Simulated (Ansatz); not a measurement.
A short molecular-dynamics run on Cl$_{2}$FHNNb, SMILES `[NH]=[Nb]([F])([Cl])[Cl]`.

```yaml
crystal:
  periodic: [false, false, false]
  atoms:
    - {symbol: N, position_ang: [-0.523816, 0.526399, 1.051886]}
    - {symbol: Nb, position_ang: [0.238969, -0.227384, -0.299450]}
    - {symbol: F, position_ang: [1.626691, -1.274217, 0.357412]}
    - {symbol: Cl, position_ang: [-1.348091, -1.495880, -1.348453]}
    - {symbol: Cl, position_ang: [1.013811, 1.443019, -1.655011]}
    - {symbol: H, position_ang: [-0.965463, 0.963962, 1.847517]}
basis:
  gaussian: {orbitals: def2-SVP}
hamiltonian: {xc: {name: revPBE}, dispersion: d4}
md: {timestep: 0.5 fs, n_steps: 20, ensemble: nvt_langevin, temperature: 1500, initial_velocities: maxwell_boltzmann, friction: 0.01, seed: 370}
```

```sh
$ ansatz run in.yaml --threads 4 --pin off --events-out ev --progress --plain --max-ram 10444MiB
```

```json
{"step": "0", "time (fs)": "0.0", "potential energy (eV)": "-30810.1742", "kinetic (eV)": "0.9695", "T (K)": "1250", "conserved (eV)": "–"}
{"step": "1", "time (fs)": "0.5", "potential energy (eV)": "-30810.1571", "kinetic (eV)": "0.9249", "T (K)": "1193", "conserved (eV)": "–"}
{"step": "2", "time (fs)": "1.0", "potential energy (eV)": "-30810.1310", "kinetic (eV)": "0.9341", "T (K)": "1204", "conserved (eV)": "–"}
{"step": "3", "time (fs)": "1.5", "potential energy (eV)": "-30810.1040", "kinetic (eV)": "0.9703", "T (K)": "1251", "conserved (eV)": "–"}
{"step": "4", "time (fs)": "2.0", "potential energy (eV)": "-30810.0961", "kinetic (eV)": "0.8455", "T (K)": "1090", "conserved (eV)": "–"}
{"step": "5", "time (fs)": "2.5", "potential energy (eV)": "-30810.1041", "kinetic (eV)": "0.8822", "T (K)": "1137", "conserved (eV)": "–"}
{"step": "6", "time (fs)": "3.0", "potential energy (eV)": "-30810.1163", "kinetic (eV)": "0.9498", "T (K)": "1225", "conserved (eV)": "–"}
{"step": "7", "time (fs)": "3.5", "potential energy (eV)": "-30810.1212", "kinetic (eV)": "0.9645", "T (K)": "1244", "conserved (eV)": "–"}
{"step": "8", "time (fs)": "4.0", "potential energy (eV)": "-30810.1030", "kinetic (eV)": "1.0535", "T (K)": "1358", "conserved (eV)": "–"}
{"step": "9", "time (fs)": "4.5", "potential energy (eV)": "-30810.0601", "kinetic (eV)": "1.0261", "T (K)": "1323", "conserved (eV)": "–"}
{"step": "10", "time (fs)": "5.0", "potential energy (eV)": "-30810.0049", "kinetic (eV)": "1.0731", "T (K)": "1384", "conserved (eV)": "–"}
{"step": "11", "time (fs)": "5.5", "potential energy (eV)": "-30809.9464", "kinetic (eV)": "1.0323", "T (K)": "1331", "conserved (eV)": "–"}
{"step": "12", "time (fs)": "6.0", "potential energy (eV)": "-30809.8986", "kinetic (eV)": "0.9775", "T (K)": "1260", "conserved (eV)": "–"}
{"step": "13", "time (fs)": "6.5", "potential energy (eV)": "-30809.8775", "kinetic (eV)": "0.9134", "T (K)": "1178", "conserved (eV)": "–"}
{"step": "14", "time (fs)": "7.0", "potential energy (eV)": "-30809.8831", "kinetic (eV)": "0.8588", "T (K)": "1107", "conserved (eV)": "–"}
{"step": "15", "time (fs)": "7.5", "potential energy (eV)": "-30809.9108", "kinetic (eV)": "0.9476", "T (K)": "1222", "conserved (eV)": "–"}
{"step": "16", "time (fs)": "8.0", "potential energy (eV)": "-30809.9568", "kinetic (eV)": "1.0323", "T (K)": "1331", "conserved (eV)": "–"}
{"step": "17", "time (fs)": "8.5", "potential energy (eV)": "-30810.0061", "kinetic (eV)": "1.0680", "T (K)": "1377", "conserved (eV)": "–"}
{"step": "18", "time (fs)": "9.0", "potential energy (eV)": "-30810.0367", "kinetic (eV)": "1.1330", "T (K)": "1461", "conserved (eV)": "–"}
{"step": "19", "time (fs)": "9.5", "potential energy (eV)": "-30810.0290", "kinetic (eV)": "1.0711", "T (K)": "1381", "conserved (eV)": "–"}
{"step": "20", "time (fs)": "10.0", "potential energy (eV)": "-30809.9812", "kinetic (eV)": "1.1004", "T (K)": "1419", "conserved (eV)": "–"}
```

Velocities are drawn at the set temperature; a run this short doesn't reach equilibrium.

Frames (Å, forces in eV/Å):

```xyz
6
time=0.0 fs
N    -0.524    0.526    1.052   -0.194    0.190    0.325
Nb    0.239   -0.227   -0.299    0.212   -0.236   -0.615
F     1.627   -1.274    0.357    0.472   -0.353    0.255
Cl   -1.348   -1.496   -1.348   -0.359   -0.264   -0.209
Cl    1.014    1.443   -1.655    0.156    0.377   -0.276
H    -0.965    0.964    1.848   -0.287    0.285    0.521
6
time=0.5 fs
N    -0.524    0.528    1.051    0.061   -0.050   -0.116
Nb    0.240   -0.224   -0.297    0.133   -0.386   -0.842
F     1.622   -1.277    0.356    0.515   -0.375    0.288
Cl   -1.351   -1.499   -1.350   -0.264   -0.182   -0.143
Cl    1.016    1.439   -1.658    0.163    0.396   -0.278
H    -0.968    0.954    1.833   -0.607    0.597    1.090
6
time=1.0 fs
N    -0.523    0.530    1.050    0.309   -0.266   -0.520
Nb    0.241   -0.221   -0.294    0.056   -0.525   -1.062
F     1.618   -1.281    0.354    0.562   -0.401    0.324
Cl   -1.354   -1.502   -1.352   -0.178   -0.107   -0.082
Cl    1.019    1.435   -1.661    0.171    0.416   -0.282
H    -0.970    0.944    1.821   -0.920    0.882    1.622
6
time=1.5 fs
N    -0.522    0.533    1.050    0.489   -0.405   -0.788
Nb    0.242   -0.218   -0.291   -0.007   -0.655   -1.279
F     1.613   -1.286    0.351    0.607   -0.426    0.360
Cl   -1.356   -1.505   -1.354   -0.101   -0.037   -0.025
Cl    1.022    1.431   -1.664    0.179    0.435   -0.286
H    -0.975    0.937    1.811   -1.165    1.089    2.017
6
time=2.0 fs
N    -0.522    0.535    1.049    0.424   -0.317   -0.633
Nb    0.243   -0.216   -0.289   -0.038   -0.797   -1.494
F     1.608   -1.291    0.348    0.638   -0.442    0.390
Cl   -1.359   -1.507   -1.355   -0.034    0.025    0.024
Cl    1.024    1.427   -1.667    0.186    0.454   -0.291
H    -0.985    0.933    1.807   -1.176    1.077    2.003
6
time=2.5 fs
N    -0.521    0.537    1.047    0.140   -0.047   -0.131
Nb    0.244   -0.213   -0.286   -0.040   -0.953   -1.707
F     1.604   -1.296    0.346    0.653   -0.446    0.412
Cl   -1.361   -1.510   -1.355    0.026    0.082    0.069
Cl    1.027    1.423   -1.670    0.193    0.474   -0.297
H    -0.998    0.933    1.809   -0.974    0.889    1.653
6
time=3.0 fs
N    -0.521    0.538    1.046   -0.293    0.335    0.591
Nb    0.244   -0.210   -0.284   -0.034   -1.111   -1.918
F     1.600   -1.302    0.344    0.664   -0.446    0.431
Cl   -1.364   -1.513   -1.356    0.084    0.137    0.110
Cl    1.030    1.419   -1.673    0.200    0.493   -0.301
H    -1.012    0.934    1.816   -0.622    0.593    1.086
6
time=3.5 fs
N    -0.521    0.540    1.044   -0.862    0.811    1.511
Nb    0.245   -0.208   -0.281   -0.007   -1.273   -2.137
F     1.595   -1.308    0.342    0.666   -0.440    0.448
Cl   -1.366   -1.515   -1.357    0.137    0.188    0.150
Cl    1.033    1.415   -1.676    0.205    0.507   -0.302
H    -1.028    0.938    1.829   -0.139    0.208    0.332
6
time=4.0 fs
N    -0.521    0.542    1.041   -1.474    1.305    2.477
Nb    0.245   -0.205   -0.279    0.038   -1.452   -2.374
F     1.591   -1.314    0.339    0.663   -0.429    0.463
Cl   -1.368   -1.518   -1.358    0.189    0.240    0.189
Cl    1.036    1.411   -1.679    0.209    0.521   -0.303
H    -1.046    0.944    1.843    0.375   -0.184   -0.452
6
time=4.5 fs
N    -0.522    0.543    1.039   -2.026    1.740    3.329
Nb    0.245   -0.202   -0.276    0.093   -1.639   -2.610
F     1.587   -1.320    0.337    0.655   -0.415    0.476
Cl   -1.370   -1.521   -1.359    0.239    0.290    0.227
Cl    1.040    1.406   -1.682    0.214    0.537   -0.307
H    -1.065    0.952    1.857    0.825   -0.513   -1.115
6
time=5.0 fs
N    -0.522    0.544    1.037   -2.472    2.082    3.994
Nb    0.245   -0.200   -0.273    0.170   -1.831   -2.827
F     1.583   -1.327    0.335    0.628   -0.386    0.479
Cl   -1.372   -1.524   -1.360    0.284    0.338    0.262
Cl    1.044    1.402   -1.684    0.217    0.550   -0.306
H    -1.083    0.958    1.868    1.172   -0.754   -1.603
6
time=5.5 fs
N    -0.523    0.546    1.036   -2.823    2.346    4.504
Nb    0.245   -0.197   -0.271    0.254   -2.014   -3.004
F     1.580   -1.334    0.334    0.582   -0.341    0.473
Cl   -1.374   -1.527   -1.361    0.328    0.384    0.296
Cl    1.048    1.397   -1.687    0.216    0.557   -0.301
H    -1.099    0.963    1.878    1.442   -0.932   -1.968
6
time=6.0 fs
N    -0.524    0.547    1.035   -3.051    2.511    4.834
Nb    0.244   -0.195   -0.268    0.320   -2.172   -3.144
F     1.577   -1.341    0.332    0.534   -0.294    0.465
Cl   -1.377   -1.530   -1.362    0.372    0.429    0.329
Cl    1.053    1.393   -1.689    0.213    0.560   -0.293
H    -1.112    0.966    1.885    1.612   -1.034   -2.192
6
time=6.5 fs
N    -0.526    0.550    1.035   -3.131    2.559    4.954
Nb    0.244   -0.193   -0.266    0.353   -2.288   -3.240
F     1.573   -1.348    0.331    0.495   -0.254    0.460
Cl   -1.379   -1.532   -1.363    0.413    0.471    0.361
Cl    1.058    1.389   -1.692    0.210    0.559   -0.283
H    -1.118    0.965    1.888    1.661   -1.047   -2.253
6
time=7.0 fs
N    -0.529    0.553    1.036   -3.086    2.502    4.884
Nb    0.244   -0.191   -0.263    0.357   -2.351   -3.274
F     1.568   -1.355    0.330    0.458   -0.217    0.455
Cl   -1.380   -1.534   -1.364    0.447    0.509    0.388
Cl    1.062    1.385   -1.695    0.203    0.549   -0.267
H    -1.121    0.962    1.887    1.621   -0.992   -2.185
6
time=7.5 fs
N    -0.532    0.557    1.037   -2.924    2.344    4.619
Nb    0.243   -0.189   -0.261    0.329   -2.366   -3.250
F     1.564   -1.361    0.329    0.424   -0.182    0.450
Cl   -1.382   -1.536   -1.365    0.481    0.544    0.414
Cl    1.067    1.381   -1.697    0.193    0.532   -0.246
H    -1.123    0.955    1.880    1.497   -0.872   -1.986
6
time=8.0 fs
N    -0.536    0.562    1.040   -2.596    2.060    4.100
Nb    0.242   -0.187   -0.259    0.250   -2.326   -3.163
F     1.559   -1.368    0.328    0.398   -0.154    0.448
Cl   -1.384   -1.539   -1.366    0.517    0.581    0.441
Cl    1.072    1.378   -1.700    0.180    0.508   -0.221
H    -1.123    0.946    1.868    1.250   -0.669   -1.605
6
time=8.5 fs
N    -0.541    0.568    1.043   -2.070    1.650    3.303
Nb    0.242   -0.186   -0.257    0.126   -2.237   -3.015
F     1.553   -1.374    0.326    0.380   -0.132    0.448
Cl   -1.385   -1.541   -1.366    0.554    0.620    0.467
Cl    1.077    1.375   -1.703    0.165    0.478   -0.191
H    -1.120    0.937    1.852    0.845   -0.378   -1.011
6
time=9.0 fs
N    -0.545    0.575    1.047   -1.348    1.124    2.234
Nb    0.241   -0.183   -0.255   -0.013   -2.133   -2.833
F     1.547   -1.379    0.325    0.361   -0.108    0.446
Cl   -1.386   -1.544   -1.367    0.589    0.657    0.492
Cl    1.082    1.373   -1.706    0.150    0.449   -0.163
H    -1.114    0.928    1.832    0.261    0.011   -0.176
6
time=9.5 fs
N    -0.550    0.581    1.051   -0.456    0.512    0.953
Nb    0.240   -0.181   -0.254   -0.136   -2.034   -2.653
F     1.542   -1.385    0.323    0.338   -0.081    0.442
Cl   -1.388   -1.546   -1.367    0.619    0.691    0.514
Cl    1.087    1.370   -1.709    0.135    0.422   -0.136
H    -1.109    0.919    1.809   -0.499    0.491    0.880
6
time=10.0 fs
N    -0.555    0.588    1.055    0.507   -0.118   -0.386
Nb    0.239   -0.179   -0.252   -0.250   -1.935   -2.488
F     1.536   -1.391    0.321    0.316   -0.054    0.439
Cl   -1.389   -1.548   -1.367    0.646    0.723    0.535
Cl    1.091    1.368   -1.712    0.118    0.390   -0.105
H    -1.106    0.912    1.789   -1.337    0.993    2.005
```

It took 16 s on 4 threads of an Intel Xeon Platinum 8488C on a shared host, with 0.41 GiB of host memory at the peak.
